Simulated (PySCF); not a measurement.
**Radial density of Ni⁺ (nickel, charge +1)**

UHF, [Ar] 3d8 4s1, 4s spin antiparallel (an excited configuration). Calculation: PySCF 2.14, in x2c-QZVPPall with one added diffuse shell each of s, p, d, f, g type (12s8p7d5f3g, 133 functions); scalar relativity by spin-free X2C-1e.

```
r (bohr)  4πr²ρ (e/bohr)  4πr²(ρα − ρβ)
 0.00102          0.2733        -0.0001
 0.00172          0.6928        -0.0003
 0.00289           1.716        -0.0007
 0.00486           4.088        -0.0018
 0.00818           9.081        -0.0039
  0.0138           17.92        -0.0074
  0.0231           28.95        -0.0108
  0.0389           34.02        -0.0084
  0.0655           28.16         0.0020
   0.110           30.22         0.0171
   0.185           38.11         0.1973
   0.312           19.93         0.9740
   0.524           19.06         2.0358
   0.882           15.34         1.7873
    1.48           3.583         0.2802
    2.49          0.7246        -0.4036
    4.20          0.1150        -0.1093
    7.06        0.001721        -0.0017
```

Densities and radii are taken from the X2C orbitals without a picture-change correction, which distorts them close to the nucleus.

With the s spin flipped the determinant is a mixture of two multiplicities, not a spectroscopic state.
